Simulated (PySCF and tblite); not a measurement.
The numbers below are computed, except where a source is named.
# Conformers and averaged properties: C8H13NSi, numbered as in [CH3:1][Si:2]([CH3:3])([CH3:4])[c:5]1[cH:6][cH:7][cH:8][n:9][cH:10]1

Level: PBE0-D3(BJ)/def2-SVP (IEF-PCM, chloroform)//GFN2-xTB, thermal terms from GFN2-xTB, symmetry numbers and mirror pairs counted. Conformers within 3 kcal/mol (GFN2-xTB free energy) were kept, 8 at most. GIAO shieldings: B97-2/pcSseg-1 (IEF-PCM, chloroform). Shifts are against TMS (¹H), TMS (¹³C), TMS (²⁹Si) at the same level. (PySCF 2.14, tblite 0.8.)

Torsions listed: C1–Si2–C5–C6.

```json
{"conformer": "1", "shape": "180°", "symmetry": "Cs", "E(GFN2) kcal/mol": "0.03", "E(DFT) kcal/mol": "0.00", "G(298.15 K) kcal/mol": "0.00", "weight %": "50.5", "dipole D": "2.83"}
{"conformer": "2", "shape": "120°", "symmetry": "Cs", "E(GFN2) kcal/mol": "0.00", "E(DFT) kcal/mol": "0.00", "G(298.15 K) kcal/mol": "0.01", "weight %": "49.5", "dipole D": "2.86"}
```

Weights (%) against temperature:

| T (K) | 1 | 2 | S(mix) cal/mol/K |
| --- | --- | --- | --- |
| 150 | 50.4 | 49.6 | 1.38 |
| 200 | 50.5 | 49.5 | 1.38 |
| 250 | 50.5 | 49.5 | 1.38 |
| 298.15 | 50.5 | 49.5 | 1.38 |
| 400 | 50.5 | 49.5 | 1.38 |

Averaged shifts at 298.15 K. ¹H: 8.88 (H10, 1H), 8.84 (H8, 1H), 8.11 (H6, 1H), 7.53 (H7, 1H), 0.30 (H1/H3/H4, 9H) ppm. ¹³C: 157.1 (C10), 153.2 (C8), 145.7 (C6), 138.1 (C5), 126.3 (C7), -0.6 (C1/C3/C4) ppm. ²⁹Si: -4.6 (Si2) ppm.

Coordinates of conformer 1 (Å):

```xyz
23

C    -1.885   -1.542   -0.864
Si   -1.121    0.006   -0.060
C    -1.745    0.183    1.735
C    -1.585    1.558   -1.070
C     0.773   -0.138   -0.024
C     1.562    0.875    0.516
C     2.940    0.748    0.533
C     3.496   -0.405    0.000
N     2.771   -1.381   -0.519
C     1.457   -1.243   -0.526
H    -1.545   -1.670   -1.887
H    -1.633   -2.443   -0.314
H    -2.968   -1.467   -0.888
H    -1.467   -0.677    2.338
H    -2.826    0.270    1.766
H    -1.332    1.065    2.216
H    -2.662    1.685   -1.120
H    -1.214    1.494   -2.089
H    -1.170    2.460   -0.628
H     1.096    1.761    0.923
H     3.569    1.521    0.948
H     4.568   -0.559   -0.014
H     0.915   -2.071   -0.963
```

Unscaled ²⁹Si shifts at such levels can be off by tens of ppm; differences between conformers or isomers are more reliable. Shifts are unscaled: against experiment ¹³C can be off by 15 ppm or more and ¹H by 0.8 ppm.

Search and properties took 2.6 min on 1 thread of Arm Neoverse V2, shared host (rough), launched as `OMP_NUM_THREADS=1 python ens_run.py task.json out`.
